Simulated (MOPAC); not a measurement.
MOPAC input (MNDO):

```
MNDO PRECISE GNORM=0.05 LET XYZ CHARGE=-1 GEO-OK AUX(PRECISION=9) THREADS=1
H3BP

B    -0.43661856 1   -0.76965890 1   -1.10615477 1
H     0.34896007 1   -1.70157442 1   -1.19043560 1
P     0.13753784 1    0.31066680 1    0.28713562 1
H    -0.92010685 1    1.04893702 1    0.86718458 1
H     0.69117203 1   -0.15907006 1    1.54699049 1
```

Problem. What heat of formation does the run end on?

Solution. 21.64 kcal/mol.
